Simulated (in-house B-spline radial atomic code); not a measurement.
**Se: [Ar] 3d10 4s2 4p3 4f1 (an excited or competing configuration)**

Computed with a radial B-spline atomic code at the basis-set limit: Dirac-Hartree-Fock, average of configuration, Fermi nucleus of rms radius 4.14 fm.

Screening seen three ways: the hydrogenic charge with the same mean radius, Z_r = [3n² - l(l+1)]/(2<r>), the one with the same energy, Z_e = n√(-2ε), and Slater's rules. Values are occupation-weighted means over j. An effective charge above Z reflects the relativistic contraction of the inner shells.

```csv
shell,electrons,ε (eV),<r> (bohr),Z_r,Z_e,Slater
1s,2,-12754,0.04406,34.04,30.62,33.70
2s,2,-1706,0.195,30.77,22.40,29.85
2p,6,-1496.8,0.171,29.24,20.98,29.85
3s,2,-259.78,0.571,23.64,13.11,22.75
3p,6,-191.9,0.5878,21.27,11.27,22.75
3d,10,-79.522,0.6241,16.82,7.25,12.85
4s,2,-30.916,1.779,13.49,6.03,7.30
4p,3,-18.341,2.132,10.79,4.64,7.30
4f,1,-0.85075,17.98,1.00,1.00,1.00
```

The least bound orbital is 4f5/2 at -0.8507 eV, and it is also the most diffuse (<r> = 17.98 bohr).

Spin-orbit splittings of the orbital energies (j = l + 1/2 above j = l - 1/2 when positive): 2p 42.17 eV, 3p 6.22 eV, 3d 0.9685 eV, 4p 0.4481 eV, 4f -5.069e-06 eV.

For the 1s electron the small component carries 1.52 % of the norm, the zero-frequency Breit interaction raises the level by 19.65 eV, self-energy by 10.31 eV, and vacuum polarisation lowers it by 1.033 eV.

The density falls to 0.001 bohr⁻³ at 3.92 bohr; Σ<r²> = 390.57 bohr² gives, by the non-relativistic formula and without the paramagnetism of open shells, a Langevin diamagnetic susceptibility of -309.3×10⁻⁶ cm³/mol.
